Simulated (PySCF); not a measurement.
## Assigning NMR signals

Mapped SMILES: `[O:1]=[C:2]([F:3])[c:4]1[cH:5][c:6]([C:7]([F:8])([F:9])[F:10])[cH:11][o:12]1`; H(Xn) means a hydrogen on atom n.

How the numbers were obtained: GFN2-xTB geometry, shieldings: GIAO PBE0/pcSseg-1, in PySCF 2.14 (in vacuum, a single conformation, non-relativistic Hamiltonian, rapidly exchanging positions averaged).

δ = σ(ref) − σ, references computed at the same level: ¹³C (186.93 ppm), ¹H (31.72 ppm) against TMS.

(1) Assign these signals to the numbered atoms. ¹³C{¹H} NMR (computed): δ 155.9, 152.8, 146.5, 131.4, 130.7, 130.6.

(2) Assign these signals to the numbered atoms. ¹H NMR (600 MHz, computed): δ 8.11 (m, 1H), 8.02 (m, 1H).

## Answers

(1) 
```tsv
δ (ppm)	atoms	environment	reason
155.9	C2	carbonyl carbon	–
152.8	C11	aromatic CH next to the ring oxygen	–
146.5	C4	substituted aromatic carbon next to the ring oxygen	–
131.4	C5	aromatic CH	the aromatic region
130.7	C7	CF3 carbon	3 electronegative neighbours deshield it
130.6	C6	substituted aromatic carbon	–
```

C5 and C7; C7 and C6 lie closer than the usual error of such a calculation, so a measured spectrum could show them in the other order.

(2) 
| δ (ppm) | atoms | environment | reason |
| --- | --- | --- | --- |
| 8.11 | H(C5) | hydrogen on an aromatic CH | ring current plus the deshielding of an ortho carbonyl group |
| 8.02 | H(C11) | hydrogen on an aromatic CH next to the ring oxygen | the ring current deshields protons in the ring plane |

H(C5) and H(C11) lie closer than the usual error of such a calculation, so a measured spectrum could show them in the other order.

Splittings by ¹⁹F in the carbon and heteronuclear signals aren't shown, as no couplings were computed. Shifts are as computed. Against solution values, carbons near 30 ppm lie about +3 ppm off and those near 130 ppm about +5 ppm. Of 1211 compounds with measured shifts, 218 miss one by over three times the rms of a fit or turn the order of signals round; such compounds aren't used in these exercises. No couplings were computed; multiplicities are counted from neighbouring protons, with m where these are inequivalent, close in shift, in a saturated or five-membered ring or joined by F or P, and br s for small geminal =CH2 splittings.
